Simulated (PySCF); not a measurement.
C₂H₄N, SMILES [CH2]N=C, multiplicity 2.

The structure is a stationary point at PBE0-D3(BJ)/def2-TZVP. The isomer is the one that the SMILES or the coordinates give; other isomers of the formula were not compared.

The numbers are results of TDA-CAM-B3LYP/def2-SVPD run with PySCF, not measurements.

Vertical excitations. The molecule is in vacuum.

```
state    energy (eV)  λ (nm)      f                                                  main pairs
-------  -----------  ------  -----  ----------------------------------------------------------
root 1          3.21     386  0.000                                            β HOMO→LUMO 99 %
root 2          4.37     284  0.048                        α HOMO→LUMO 76 %, β HOMO−1→LUMO 22 %
root 3          4.77     260  0.001                      α HOMO−1→LUMO 84 %, β HOMO→LUMO+2 12 %
root 4          5.90     210  0.000                                          α HOMO→LUMO+1 97 %
root 5          6.17     201  0.001  α HOMO−1→LUMO 11 %, β HOMO→LUMO+2 61 %, β HOMO−2→LUMO 25 %
root 6          6.74     184  0.020                      α HOMO→LUMO+2 79 %, β HOMO−2→LUMO 13 %
root 7          6.76     183  0.002  α HOMO→LUMO+2 18 %, β HOMO−2→LUMO 58 %, β HOMO→LUMO+2 19 %
root 8          6.77     183  0.334                        α HOMO→LUMO 21 %, β HOMO−1→LUMO 71 %
root 9          7.37     168  0.002                    α HOMO−1→LUMO+1 70 %, β HOMO→LUMO+1 23 %
root 10         7.55     164  0.000                                          α HOMO→LUMO+3 96 %
```
Unrestricted roots are not spin-pure.
